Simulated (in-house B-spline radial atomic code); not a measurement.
Orbital energies and mean radii along the 17-electron series, configuration [Ne] 3s2 3p5. The effective charge is n√(-2ε), a non-relativistic measure. Computed with a B-spline radial code for spherical atoms: non-relativistic Hartree-Fock, average of the configuration, point nuclei.

This level leaves out relativity, spin-orbit splitting included, which matters for heavy ions.

```
  ion   Z  energy of 3s (Eh)  mean radius of 3s (bohr)  energy of 2s (Eh)  mean radius of 2s (bohr)  energy of 1s (Eh)  mean radius of 1s (bohr)  energy of 3p (Eh)  mean radius of 3p (bohr)  effective charge of 3s
Gd47+  64            -153.85                   0.23871            -389.96                  0.099486           -1859.36                  0.023697             -148.6                    0.2267                  52.624
Tb48+  65            -159.77                   0.23455            -404.04                  0.097865            -1920.7                  0.023329            -154.43                   0.22265                  53.628
Dy49+  66            -165.81                   0.23053            -418.38                  0.096296           -1983.04                  0.022972            -160.37                   0.21874                  54.631
Ho50+  67            -171.96                   0.22665            -432.97                  0.094776           -2046.38                  0.022625            -166.42                   0.21497                  55.635
Er51+  68            -178.22                    0.2229             -447.8                  0.093304           -2110.73                  0.022289            -172.58                   0.21132                  56.638
Tm52+  69            -184.59                   0.21927            -462.89                  0.091877           -2176.07                  0.021963            -178.85                    0.2078                  57.642
Yb53+  70            -191.07                   0.21575            -478.22                  0.090493           -2242.41                  0.021647            -185.23                   0.20439                  58.645
Lu54+  71                  ?                         ?                  ?                         ?                  ?                         ?                  ?                         ?                       ?
Hf55+  72            -204.36                   0.20906            -509.65                  0.087845            -2378.1                   0.02104            -198.33                    0.1979                  60.651
Ta56+  73                  ?                         ?                  ?                         ?                  ?                         ?                  ?                         ?                       ?
 W57+  74             -218.1                   0.20276            -542.07                  0.085348           -2517.79                  0.020466            -211.87                   0.19181                  62.657
Re58+  75                  ?                         ?                  ?                         ?                  ?                         ?                  ?                         ?                       ?
Os59+  76            -232.29                   0.19684            -575.49                  0.082989           -2661.47                  0.019923            -225.85                   0.18608                  64.662
Ir60+  77            -239.55                     0.194            -592.58                  0.081858           -2734.82                  0.019662            -233.01                   0.18335                  65.665
Pt61+  78            -246.92                   0.19125            -609.92                  0.080757           -2809.16                  0.019407            -240.29                   0.18069                  66.667
Au62+  79             -254.4                   0.18857             -627.5                  0.079685            -2884.5                   0.01916            -247.67                   0.17811                  67.669
Hg63+  80            -261.99                   0.18597            -645.34                  0.078642           -2960.85                  0.018918            -255.16                    0.1756                  68.672
```

Question: Fill in the row of Lu54+.

Answer: energy of 3s (Eh): -197.66; mean radius of 3s (bohr): 0.21235; energy of 2s (Eh): -493.81; mean radius of 2s (bohr): 0.089149; energy of 1s (Eh): -2309.76; mean radius of 1s (bohr): 0.021339; energy of 3p (Eh): -191.72; mean radius of 3p (bohr): 0.20109; effective charge of 3s: 59.648.

Question: Fill in the row of Ta56+.

Answer: energy of 3s (Eh): -211.18; mean radius of 3s (bohr): 0.20586; energy of 2s (Eh): -525.73; mean radius of 2s (bohr): 0.086579; energy of 1s (Eh): -2447.44; mean radius of 1s (bohr): 0.020749; energy of 3p (Eh): -205.04; mean radius of 3p (bohr): 0.19481; effective charge of 3s: 61.654.

Question: Fill in the row of Re58+.

Answer: energy of 3s (Eh): -225.14; mean radius of 3s (bohr): 0.19975; energy of 2s (Eh): -558.66; mean radius of 2s (bohr): 0.084152; energy of 1s (Eh): -2589.13; mean radius of 1s (bohr): 0.020191; energy of 3p (Eh): -218.81; mean radius of 3p (bohr): 0.1889; effective charge of 3s: 63.659.

Question: How does the screening of 3s change?

Answer: Z less the effective charge goes from 11.38 at Z = 64 to 11.33 at Z = 80.
